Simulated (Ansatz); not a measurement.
`CB(Cl)CN` + H₂ → `CBCN` + HCl  (hydrogenolysis of a B–Cl bond)

Computed with Ansatz on PBE0-D4/def2-TZVP structures; ΔE is electronic, products minus reactants. CCSD(T)/CBS is the MP2 limit (def2-TZVPP, def2-QZVPP) plus CCSD(T) − MP2 in def2-TZVPP, frozen cores. This one scheme is used for every species. Functionals use def2-TZVPP. Each species was taken in one conformer, which may not be the lowest.

```json
{"level": "PBE-D4", "ΔE (kJ/mol)": "92.6", "difference from CCSD(T)/CBS": "5.3"}
{"level": "r2SCAN-D4", "ΔE (kJ/mol)": "94.1", "difference from CCSD(T)/CBS": "6.8"}
{"level": "PBE0-D4", "ΔE (kJ/mol)": "88.6", "difference from CCSD(T)/CBS": "1.3"}
{"level": "ωB97X-V", "ΔE (kJ/mol)": "85.6", "difference from CCSD(T)/CBS": "-1.7"}
{"level": "ωB97M-V", "ΔE (kJ/mol)": "87.7", "difference from CCSD(T)/CBS": "0.4"}
{"level": "B2PLYP", "ΔE (kJ/mol)": "83.3", "difference from CCSD(T)/CBS": "-4.0"}
{"level": "r2SCAN", "ΔE (kJ/mol)": "92.6", "difference from CCSD(T)/CBS": "5.3"}
{"level": "PBE0", "ΔE (kJ/mol)": "83.3", "difference from CCSD(T)/CBS": "-4.0"}
{"level": "HF/def2-TZVPP", "ΔE (kJ/mol)": "64.3", "difference from CCSD(T)/CBS": "-23.0"}
{"level": "MP2/def2-TZVPP", "ΔE (kJ/mol)": "94.9", "difference from CCSD(T)/CBS": "7.6"}
{"level": "SCS-MP2/def2-TZVPP", "ΔE (kJ/mol)": "86.3", "difference from CCSD(T)/CBS": "-1.0"}
{"level": "HF/def2-QZVPP", "ΔE (kJ/mol)": "63.4", "difference from CCSD(T)/CBS": "-23.9"}
{"level": "MP2/def2-QZVPP", "ΔE (kJ/mol)": "95.7", "difference from CCSD(T)/CBS": "8.4"}
{"level": "HF/CBS(def2)", "ΔE (kJ/mol)": "63.2", "difference from CCSD(T)/CBS": "-24.1"}
{"level": "MP2/CBS(def2)", "ΔE (kJ/mol)": "96.7", "difference from CCSD(T)/CBS": "9.4"}
{"level": "CCSD/CBS(def2)", "ΔE (kJ/mol)": "81.3", "difference from CCSD(T)/CBS": "-6.0"}
{"level": "CCSD(T)/CBS", "ΔE (kJ/mol)": "87.3", "difference from CCSD(T)/CBS": "0"}
```

Largest T1 diagnostic among the species: 0.010.

The D4 term adds +10.0 kJ/mol with B3LYP and +5.3 kJ/mol with PBE0; it sums over pairs of atoms, weighted by their polarisabilities, and B3LYP, whose exchange is more repulsive, gets the larger term. From PBE to PBE0 (25 % exact exchange), in def2-TZVPP and without D4, ΔE moves by −3.2 kJ/mol.

B3LYP here is the variant with VWN-RPA as its local correlation; programs differ in this.
